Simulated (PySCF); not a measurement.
HgI, SMILES [I][Hg] (connectivity only; charge and spin as stated), neutral, multiplicity 2.

Coordinates come from a PBE0-D3(BJ)/def2-TZVP optimisation. The spin state was assumed, not searched. The def2 effective core potentials stand for the cores of Hg, I; spin–orbit coupling is left out.

Computed with M06-2X/def2-TZVPD (PySCF).

Isolated molecule, no solvent.

```json
{
  "total_energy": "-451.03625 hartree",
  "point_group": "C∞v",
  "α spin, highest occupied and lowest empty level": "-7.85 and -0.35 eV",
  "β spin, highest occupied and lowest empty level": "-8.45 and -3.61 eV",
  "dipole_moment": "2.50 D",
  "mean_static_polarisability": "78.0 bohr³ (11.57 Å³)",
  "polarisability_principal_values": "58.7, 58.7, 116.7 bohr³",
  "⟨S²⟩": "0.767 (pure state 0.75)"
}
```
